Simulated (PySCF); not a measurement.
CH5FO2Si2, SMILES C([Si@@H](F)[SiH3])(=O)O.

Coordinates come from a PBE0-D3(BJ)/def2-SVP optimisation. The structure was generated by enumeration; whether it is a known compound was not checked. Other conformers were not sampled.

Two levels are set side by side: TDA-PBE/def2-SVPD (PySCF) and TDA-ωB97X/def2-SVPD (PySCF). Vertical, same geometry. The lowest singlet is HOMO→LUMO 98 % with PBE and HOMO→LUMO 73 %, HOMO−1→LUMO 12 % with the other functional; states are paired by order. Differences are taken from unrounded values.

```
quantity                               TDA-ωB97X
-------------------------------------  ---------
lowest singlet excitation (eV)              5.25
lowest triplet excitation (TDA) (eV)        4.57
first bright state (f over 0.05) (eV)       7.48
its oscillator strength                     0.10
```

**Question.** What does TDA-PBE give, and how far is it from TDA-ωB97X? (An estimate is asked for; the answer gives what the named calculation found.)

**Answer.** 
```
quantity                               TDA-PBE  TDA-PBE minus TDA-ωB97X
-------------------------------------  -------  -----------------------
lowest singlet excitation (eV)            4.89                    -0.36
lowest triplet excitation (TDA) (eV)      4.19                    -0.38
first bright state (f over 0.05) (eV)     5.68                    -1.80
its oscillator strength                   0.05                    -0.05
```

Functionals without exact exchange tend to place singlet excitations lower, as here. Differences between two approximate levels are no errors against the true value.

Rough cost on one machine, each run with all the roots and properties that it gave: TDA-ωB97X against TDA-PBE about 5 times.
